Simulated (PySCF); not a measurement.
# Partial charges of `C/C=C/[PH2+]C(C)C`

Compound: C6H14P (charge +1).
Atom-mapped SMILES: `[CH3:1]/[CH:2]=[CH:3]/[PH2+:4][CH:5]([CH3:6])[CH3:7]` (hydrogens: H8, H9, H10 on C1; H11 on C2; H12 on C3; H13, H14 on P4; H15 on C5; H16, H17, H18 on C6; H19, H20, H21 on C7)

Cartesian coordinates in Å at the GFN2-xTB level; atoms count from 1:
```xyz
21
C6H14P angstrom
C      3.3530   -1.2306   -0.6050
C      2.2921   -0.3103   -0.1571
C      1.1310   -0.1288   -0.7971
P     -0.1360    0.9761   -0.2263
C     -1.6935    0.1655    0.2996
C     -1.4004   -0.7218    1.5084
C     -2.7353    1.2412    0.5997
H      3.0874   -1.7478   -1.5225
H      3.5604   -1.9623    0.1762
H      4.2781   -0.6748   -0.7587
H      2.4972    0.2410    0.7537
H      0.8974   -0.6686   -1.7082
H     -0.4384    1.8950   -1.2093
H      0.3500    1.7239    0.8214
H     -2.0265   -0.4554   -0.5430
H     -0.6367   -1.4650    1.2825
H     -2.3049   -1.2479    1.8030
H     -1.0689   -0.1243    2.3565
H     -3.6635    0.7699    0.9135
H     -2.4031    1.8943    1.4053
H     -2.9485    1.8477   -0.2792
```

Density: PBE0/pcSseg-1 (PySCF); schemes: Mulliken, IAO, Hirshfeld and ESP-fitted. Geometry: GFN2-xTB, one conformer, isolated ion.

Question: Tabulate the Mulliken, IAO, Hirshfeld and ESP-fitted charges.

Answer: In e:

```csv
atom,environment,Mulliken,IAO,Hirshfeld,ESP-fitted
C1,allylic carbon,-0.210,-0.431,-0.090,-0.495
C2,alkene CH carbon,-0.158,-0.029,+0.039,+0.183
C3,alkene CH carbon,-0.383,-0.436,-0.093,-0.433
P4,phosphonium phosphorus,+0.564,+0.916,+0.458,+0.261
C5,sp3 carbon bound to phosphorus,-0.589,-0.281,-0.028,+0.241
C6,methyl carbon,-0.222,-0.429,-0.104,-0.527
C7,methyl carbon,-0.223,-0.429,-0.100,-0.561
H8,methyl hydrogen,+0.145,+0.168,+0.067,+0.176
H9,methyl hydrogen,+0.169,+0.188,+0.077,+0.188
H10,methyl hydrogen,+0.171,+0.190,+0.078,+0.189
H11,vinylic hydrogen,+0.145,+0.165,+0.070,+0.127
H12,vinylic hydrogen,+0.184,+0.187,+0.074,+0.249
H13,P–H hydrogen,+0.151,+0.031,+0.060,+0.137
H14,P–H hydrogen,+0.136,+0.030,+0.061,+0.131
H15,methine hydrogen,+0.204,+0.176,+0.070,+0.096
H16,methyl hydrogen,+0.151,+0.158,+0.049,+0.149
H17,methyl hydrogen,+0.173,+0.181,+0.072,+0.192
H18,methyl hydrogen,+0.135,+0.152,+0.054,+0.165
H19,methyl hydrogen,+0.172,+0.183,+0.074,+0.205
H20,methyl hydrogen,+0.138,+0.154,+0.056,+0.174
H21,methyl hydrogen,+0.147,+0.158,+0.057,+0.152
```

Mean size of the charges over all atoms: IAO 0.242 e, ESP-fitted 0.240 e, Mulliken 0.218 e, Hirshfeld 0.087 e. Each set sums to the total charge, 1, to within 0.001 e. The ESP scheme fits charges at the nuclei, held to the total charge, to the electrostatic potential on points at 1.4 to 2.0 times the van der Waals radii. The Mulliken scheme counts on each atom the diagonal of the density matrix times the overlap matrix over that atom's basis functions.

Lowest charge. The schemes don't all agree: Mulliken C5 (-0.589); IAO C3 (-0.436); Hirshfeld C6 (-0.104); ESP-fitted C7 (-0.561).

Highest charge. All schemes agree: Mulliken P4 (+0.564); IAO P4 (+0.916); Hirshfeld P4 (+0.458); ESP-fitted P4 (+0.261).

Question: How closely do the schemes follow one another over all atoms?

Answer: Correlation coefficient and root-mean-square difference: IAO with Hirshfeld 0.95, 0.203 e; Mulliken with IAO 0.90, 0.138 e; Mulliken with Hirshfeld 0.80, 0.171 e; IAO with ESP-fitted 0.77, 0.197 e; Hirshfeld with ESP-fitted 0.66, 0.214 e; Mulliken with ESP-fitted 0.58, 0.240 e.

Question: How many electrons does the Hirshfeld scheme count on C2?

Answer: Z − q = 6 − (+0.039) = 5.961.

Question: Sum the charges by element, for elements with more than one atom.

Answer: 
| element | atoms | Mulliken | IAO | Hirshfeld | ESP-fitted |
| --- | --- | --- | --- | --- | --- |
| C | 6 | -1.785 | -2.036 | -0.377 | -1.591 |
| H | 14 | +2.221 | +2.119 | +0.920 | +2.330 |

These values come from a run that also computed NMR shieldings. On an Intel Xeon at 2.50 GHz with one thread, no GPU, shared host with 64 logical CPUs at a one-minute load of 50, this took 98 s wall, 85 s CPU and 0.87 GiB of memory at its peak.
